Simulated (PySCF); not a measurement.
# Electron correlation in Pt²⁺ (platinum, charge +2)

[Xe] 4f14 5d7 6p1, one real determinant (an excited configuration). Calculation: PySCF 2.14, in def2-TZVPPD with the def2 core potential (60 electrons) (6s5p3d2f1g, 59 functions); a scalar-relativistic core potential. Frozen: 5s2 5p6; 8 electrons correlated.

```tsv
level	correlation energy (mhartree)
CCSD	-164.88
(T)	-4.86
CCSD(T)	-169.74
```

Diagnostics: T1 = 0.011, D1 = 0.0316, largest double amplitude 0.053.

**Question.** Is a single reference adequate?

**Answer.** Yes, within this model without spin-orbit coupling: T1 lies below 0.03 and no double amplitude reaches 0.07.

The reference is one real determinant that mixes LS terms of this configuration.
